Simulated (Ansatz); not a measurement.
Species: C3H9N, SMILES `CCCN` (charge 0, multiplicity 1).

**Question.** Give a relaxed geometry from Ansatz (a program for electronic structure) with PBE0-D3(BJ)/def2-TZVP.

**Answer.** One answer among several that fit: the end point of this relaxation, one of several conformers (outside a Z-matrix the atoms follow the SMILES, hydrogens last).
Z-matrix (Å, degrees):
```
C
H 1 1.0966
H 1 1.0966 2 106.21
C 1 1.5189 2 109.92 3 -118.86
H 4 1.0920 1 111.70 2 58.28
H 4 1.0937 5 107.66 1 -122.23
H 4 1.0937 5 107.66 6 -115.55
C 1 1.5231 2 108.91 3 117.15
H 8 1.0958 1 109.22 2 179.90
H 8 1.0959 9 105.75 1 117.43
N 8 1.4524 9 107.96 10 115.36
H 11 1.0133 8 110.30 9 64.34
H 11 1.0133 12 106.54 8 -119.72
```
